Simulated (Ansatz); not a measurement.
Isolated molecules relaxed with PBE0-D4/def2-TZVP in Ansatz; ΔE leaves out vibrations. CCSD(T)/CBS adds triple-zeta CCSD(T) − MP2 to the extrapolated MP2 energy (def2 sets, frozen cores). DFT in def2-TZVPP. B3LYP here is the variant with VWN-RPA as its local correlation; programs differ in this. For Br outer-core shells are correlated without core-valence functions, which leaves a few kJ/mol of doubt a bond. Scalar relativity is left out up to krypton. One conformer a species, not always the lowest.

Reaction (ligand exchange at the Si–C bond): `[SiH3]/C=C/Br` + `COB(C)O` → `COB(C)O[SiH3]` + `C=CBr`

Task: Is it downhill or uphill in electronic energy at CCSD(T)/CBS, and by how much? (Estimate.)

Result: Computed: Downhill: ΔE = -19.7 kcal/mol.

Task: What do these levels give: PBE-D4, r2SCAN-D4, PBE0-D4, B3LYP-D4, ωB97X-V, ωB97M-V, PBE0, HF/def2-TZVPP, SCS-MP2/def2-TZVPP, CCSD/def2-TZVPP, MP2/def2-QZVPP, MP2/CBS(def2)? (Best estimate.)

Result: The calculation gave: PBE-D4 -16.1, r2SCAN-D4 -18.7, PBE0-D4 -17.5, B3LYP-D4 -20.1, ωB97X-V -19.6, ωB97M-V -19.4, PBE0 -17.3, HF/def2-TZVPP -23.8, SCS-MP2/def2-TZVPP -20.4, CCSD/def2-TZVPP -20.3, MP2/def2-QZVPP -19.6, MP2/CBS(def2) -19.5 kcal/mol.

Largest T1 diagnostic among the species: 0.012.

From PBE to PBE0 (25 % exact exchange), in def2-TZVPP and without D4, ΔE moves by −1.3 kcal/mol. In def2-TZVPP, CCSD(T) changes the Hartree–Fock value by +4.3 kcal/mol (the triples alone add +0.7 kcal/mol) and MP2 by +4.5 kcal/mol.
